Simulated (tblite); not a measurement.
A geometry optimisation, step by step.

Species: C6H13O2PS.
Atom-mapped SMILES: `[CH2:1]=[CH:2][P@@:3](=[O:4])([CH2:5][O:6][CH3:7])[CH2:8][S:9][CH3:10]` (hydrogens: H11, H12 on C1; H13 on C2; H14, H15 on C5; H16, H17, H18 on C7; H19, H20 on C8; H21, H22, H23 on C10)

Computed with GFN2-xTB (tblite), gas phase: L-BFGS steps from a force-field or distance-geometry start until the largest atomic force falls under 0.01 eV/Å. 4 of its 87 geometries are shown.

Step 0: E = -907.8201 eV, largest atomic force 2.465 eV/Å
```
atom  x, y, z in Å  |  force x, y, z in eV/Å
C1     -0.495    2.835    0.264   -0.126  -0.457  -0.333
C2     -0.506    1.622   -0.300    0.065   1.620   0.481
P3      0.149    0.187    0.516    0.615  -0.284   2.370
O4      0.758    0.267    1.881   -0.735   0.384  -1.321
C5     -1.282   -0.941    0.566   -0.526  -0.151  -1.516
O6     -1.763   -1.117   -0.780   -0.058  -0.114   0.668
C7     -2.913   -1.941   -0.812    0.137   0.004   0.081
C8      1.238   -0.590   -0.675    0.302  -0.650  -0.916
S9      2.645    0.467   -1.103    0.145  -0.011   0.131
C10     3.472    0.546    0.504    0.504   0.443   0.403
H11    -0.097    2.996    1.257   -0.004  -0.064  -0.155
H12    -0.907    3.693   -0.264    0.146  -0.187   0.248
H13    -0.918    1.499   -1.278   -0.098  -0.270  -0.361
H14    -2.062   -0.509    1.186   -0.208   0.096   0.327
H15    -0.967   -1.894    0.971    0.097  -0.382   0.327
H16    -2.688   -2.935   -0.394   -0.071   0.139  -0.033
H17    -3.728   -1.482   -0.237    0.017  -0.078  -0.007
H18    -3.232   -2.059   -1.849    0.180   0.126   0.054
H19     1.598   -1.547   -0.285    0.101   0.050   0.133
H20     0.698   -0.805   -1.601    0.048   0.149  -0.007
H21     2.983    1.280    1.156   -0.014  -0.318  -0.219
H22     4.505    0.883    0.345   -0.320  -0.096  -0.182
H23     3.509   -0.427    0.990   -0.196   0.051  -0.177
```

Step 29: E = -908.0144 eV, largest atomic force 0.059 eV/Å
```
atom  x, y, z in Å  |  force x, y, z in eV/Å
C1     -0.469    2.822    0.266    0.014   0.001   0.007
C2     -0.507    1.654   -0.351    0.011  -0.003   0.000
P3      0.114    0.200    0.523   -0.006  -0.031   0.018
O4      0.660    0.442    1.864   -0.006  -0.001  -0.004
C5     -1.318   -0.967    0.565   -0.006   0.001  -0.008
O6     -1.789   -1.148   -0.741    0.009   0.008  -0.007
C7     -2.935   -1.962   -0.812   -0.003  -0.003  -0.008
C8      1.257   -0.610   -0.671   -0.009  -0.021   0.010
S9      2.641    0.485   -1.091    0.001   0.027  -0.043
C10     3.498    0.565    0.503    0.002   0.005  -0.006
H11    -0.065    2.878    1.264    0.021   0.029   0.047
H12    -0.818    3.739   -0.177   -0.018   0.015  -0.030
H13    -0.895    1.508   -1.346   -0.005   0.010  -0.025
H14    -2.085   -0.531    1.226   -0.009  -0.008  -0.002
H15    -0.986   -1.915    1.021   -0.014   0.003   0.000
H16    -2.734   -2.966   -0.421    0.013  -0.013   0.012
H17    -3.768   -1.524   -0.251   -0.006   0.011   0.018
H18    -3.200   -2.027   -1.865   -0.014  -0.011  -0.022
H19     1.647   -1.536   -0.244    0.014  -0.016   0.017
H20     0.731   -0.822   -1.600   -0.001   0.005   0.009
H21     2.969    1.232    1.175   -0.013  -0.008   0.015
H22     4.495    0.942    0.298    0.004   0.016   0.000
H23     3.553   -0.433    0.925    0.022  -0.015   0.001
```

Step 57: E = -908.0314 eV, largest atomic force 0.048 eV/Å
```
atom  x, y, z in Å  |  force x, y, z in eV/Å
C1     -0.381    2.841    0.276   -0.005   0.001  -0.006
C2     -0.457    1.674   -0.340    0.005  -0.033  -0.012
P3      0.069    0.192    0.547   -0.013  -0.046  -0.001
O4      0.567    0.415    1.911    0.015  -0.003  -0.006
C5     -1.390   -0.947    0.539    0.004   0.002   0.005
O6     -1.842   -1.153   -0.771    0.013   0.014   0.028
C7     -2.966   -1.999   -0.830    0.012   0.005  -0.004
C8      1.256   -0.636   -0.595   -0.004   0.003  -0.001
S9      2.565    0.525   -1.090   -0.036  -0.001  -0.011
C10     3.516    0.587    0.449    0.019  -0.005   0.035
H11    -0.022    2.884    1.292    0.015   0.025   0.009
H12    -0.663    3.767   -0.196   -0.014   0.036   0.016
H13    -0.806    1.554   -1.353   -0.007  -0.010  -0.035
H14    -2.169   -0.494    1.176    0.023  -0.006  -0.004
H15    -1.077   -1.891    1.021   -0.020   0.017  -0.008
H16    -2.729   -2.996   -0.439   -0.003  -0.011   0.013
H17    -3.805   -1.585   -0.258    0.004   0.007   0.010
H18    -3.246   -2.078   -1.878    0.015   0.008  -0.024
H19     1.707   -1.498   -0.098    0.001   0.001  -0.026
H20     0.750   -0.945   -1.507   -0.013   0.002   0.020
H21     2.893    0.973    1.249   -0.015  -0.018  -0.007
H22     4.358    1.250    0.271   -0.018  -0.006  -0.009
H23     3.869   -0.414    0.681    0.021   0.016   0.020
```

Step 86: E = -908.0363 eV, largest atomic force 0.009 eV/Å
```
atom  x, y, z in Å  |  force x, y, z in eV/Å
C1     -0.368    2.833    0.267   -0.004  -0.006   0.001
C2     -0.446    1.661   -0.338   -0.007  -0.004   0.005
P3      0.077    0.182    0.561   -0.002   0.001   0.002
O4      0.588    0.410    1.919    0.000   0.003  -0.002
C5     -1.397   -0.935    0.564   -0.001  -0.002  -0.001
O6     -1.827   -1.137   -0.753    0.001  -0.002  -0.003
C7     -2.947   -1.984   -0.839    0.000   0.002   0.000
C8      1.244   -0.660   -0.589   -0.003   0.000   0.002
S9      2.540    0.510   -1.093    0.004   0.003  -0.008
C10     3.500    0.588    0.442    0.002   0.000   0.001
H11     0.005    2.890    1.278   -0.001   0.006  -0.004
H12    -0.660    3.758   -0.205    0.005  -0.006   0.002
H13    -0.804    1.528   -1.347    0.000   0.000   0.005
H14    -2.177   -0.465    1.186    0.000   0.004   0.000
H15    -1.110   -1.880    1.054    0.005  -0.002   0.002
H16    -2.719   -2.981   -0.442   -0.004   0.003  -0.002
H17    -3.799   -1.571   -0.287   -0.001   0.000  -0.005
H18    -3.199   -2.061   -1.895    0.002   0.000   0.004
H19     1.702   -1.526   -0.108    0.003   0.000   0.004
H20     0.720   -0.963   -1.494    0.000   0.005  -0.003
H21     2.842    0.851    1.263   -0.001  -0.001   0.002
H22     4.255    1.354    0.298   -0.002  -0.001  -0.003
H23     3.973   -0.375    0.616    0.002  -0.003   0.003
```

Q: Summarise the path.

A: The energy falls by 4.99 kcal/mol from step 0 to step 86; nine tenths of that is first reached at step 30. It falls at every step. The largest force goes from 2.465 to 0.009 eV/Å. Among the bonds P3–C8 changes most, from 1.791 to 1.842 Å; the atoms move by 0.233 Å rms after alignment.

Q: Follow the three bonds and two angles with the largest change from start to end.

A: 
```csv
step,E above end (kcal/mol),largest force (eV/Å),P3–C8 (Å),C5–O6 (Å),C2–P3 (Å),C2–P3–O4 (°),C1–C2–H13 (°)
0,4.99,2.465,1.791,1.440,1.776,121.7,119.6
4,1.42,0.328,1.836,1.400,1.812,119.6,121.9
7,1.05,0.131,1.840,1.400,1.806,117.9,122.6
11,0.84,0.092,1.843,1.400,1.806,117.1,123.5
15,0.71,0.135,1.847,1.402,1.809,116.5,122.9
19,0.62,0.070,1.842,1.401,1.806,116.1,123.1
22,0.58,0.055,1.841,1.400,1.807,116.0,123.6
26,0.53,0.039,1.842,1.400,1.807,116.1,124.0
30,0.50,0.050,1.841,1.400,1.806,115.8,124.1
34,0.46,0.053,1.842,1.401,1.808,115.6,124.1
37,0.42,0.060,1.843,1.401,1.808,115.3,123.7
41,0.35,0.073,1.840,1.400,1.808,115.1,122.9
45,0.26,0.063,1.843,1.400,1.810,115.7,123.6
49,0.19,0.043,1.842,1.401,1.808,115.6,123.8
52,0.16,0.038,1.841,1.400,1.807,115.6,123.8
56,0.12,0.050,1.843,1.401,1.806,115.6,123.9
60,0.09,0.049,1.844,1.400,1.806,115.5,123.6
64,0.05,0.032,1.843,1.400,1.808,115.8,123.8
67,0.03,0.039,1.843,1.400,1.808,115.7,123.7
71,0.02,0.023,1.843,1.401,1.807,115.7,123.8
75,0.01,0.016,1.842,1.401,1.807,115.7,123.8
79,0.01,0.013,1.842,1.400,1.807,115.7,123.7
82,0.00,0.014,1.842,1.400,1.807,115.7,123.8
86,0.00,0.009,1.842,1.400,1.807,115.7,123.8
```
